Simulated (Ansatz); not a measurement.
Harmonic frequencies (cm⁻¹) at PBE0-D4/def2-TZVP from Ansatz: 65, 80, 97, 124, 220, 299, 362, 416, 524, 562, 582, 685, 715, 766, 958, 1146, 1176, 1212, 1215, 1250, 1292, 1435, 1437, 1442, 1469, 1477, 1495, 1888, 2949, 2964, 3006, 3033, 3038, 3105, 3128, 3132.

Each molecule was computed in one conformer, which needn't be the lowest.

Question: Which molecule is it?
A. `CC(C)[O][AlH2]`
B. `[CH3][Al]([CH3])[CH2]O`
C. `CO[CH2][AlH][CH3]`
D. `C[CH](C)[AlH][OH]`

Answer: C.
